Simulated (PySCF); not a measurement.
A GIAO shielding run with PySCF 2.14 (density fitting, non-relativistic, gas phase) on SMILES N1[C@H](CCC)C[Si@H]1CF, C₆H₁₄FNSi:

```
$ OMP_NUM_THREADS=1 python probes_run.py task.json out

{"job": {"kind": "nmr", "xc": "PBE0", "basis": "pcSseg-1"}, "charge": 0, "multiplicity": 1}
C      3.390468     0.568714    -1.331084
C      2.333381     0.485594    -0.236753
C      0.921440     0.593234    -0.807228
C     -0.153896     0.595177     0.272010
C     -0.404666    -0.781324     0.907878
Si    -2.037381    -0.850416    -0.078748
C     -3.746654    -0.924993     0.775938
F     -4.308842    -2.170645     0.577655
N     -1.500155     0.770951    -0.270080
H      3.249802    -0.227465    -2.058646
H      4.387926     0.475823    -0.908081
H      3.325954     1.521555    -1.852219
H      2.437822    -0.459657     0.298701
H      2.491396     1.291328     0.483890
H      0.727553    -0.239171    -1.487904
H      0.839963     1.519615    -1.383285
H      0.068386     1.382047     1.002921
H      0.348948    -1.518868     0.656895
H     -0.488823    -0.732256     1.988788
H     -2.058140    -1.802811    -1.196986
H     -3.709473    -0.772459     1.855803
H     -4.446092    -0.204241     0.348588
H     -1.673672     1.507254    -0.935450
```

Hardware: 1 thread of an Intel Xeon, shared host. The job also computes population analyses, field gradients, ring-centre shieldings.

**Question.** How large is the calculation?

**Answer.** 80 electrons, 230 basis functions and 1208 auxiliary functions.

**Question.** How long does it take, and how much memory does it need?

**Answer.** 120 s of wall time, with 14 SCF cycles and 4 response iterations; peak memory 1.1 GiB. Times on a shared host scatter by some tens of per cent.
